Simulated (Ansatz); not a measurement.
C4H3S (SMILES [c-]1cccs1), charge -1, singlet, at a GFN2-xTB geometry (a gas-phase anion, which may not be bound at this level); R2SCAN/def2-TZVPP (Ansatz, an electronic-structure program).

Here is a job for Ansatz.
Ansatz 0.2 input:
```yaml
crystal:
  periodic: [false, false, false]
  atoms:
    - {symbol: S, position_ang: [-0.00082766, 0.05267305, 1.18469317]}
    - {symbol: C, position_ang: [-0.01458724, 1.38257716, -0.00751956]}
    - {symbol: C, position_ang: [0.01279089, -1.21209334, -0.00380212]}
    - {symbol: C, position_ang: [-0.00751256, 0.73867156, -1.22850840]}
    - {symbol: C, position_ang: [0.00746439, -0.68017748, -1.25133482]}
    - {symbol: H, position_ang: [0.02360557, -2.24376413, 0.30791021]}
    - {symbol: H, position_ang: [-0.01333077, 1.31026799, -2.15798828]}
    - {symbol: H, position_ang: [0.01403491, -1.28314000, -2.15802336]}
basis:
  gaussian:
    orbitals: def2-TZVPP
hamiltonian:
  xc: r2scan
total_charge: -1
```

It wrote (shortened):

```
Functional definition: r2SCAN
1181 factors; their error is unknown
mean field evaluation 1: about -15019.7282 eV, gradient 6.2e1 eV
mean field evaluation 2: about -14971.4796 eV, gradient 1.5e2 eV
mean field evaluation 4: about -15027.9425 eV, gradient 2.7e1 eV
mean field evaluation 8: about -15029.8052 eV, gradient 7.5e-2 eV
mean field evaluation 16: about -15029.7854 eV, gradient 1.8e-4 eV
mean field -15029.78543545 eV, -552.3344271985 hartree, gradient 4.0e-5 eV, S^2 0.000000; 0 other end points of the search recorded, 0 dependent functions left out
reference -15029.78544517 eV, -552.3344275555 hartree; 22, 22 occupied and 186, 186 virtual orbitals, 1181 factors
Total energy: -15029.78544517 eV, -552.3344275555 hartree
```
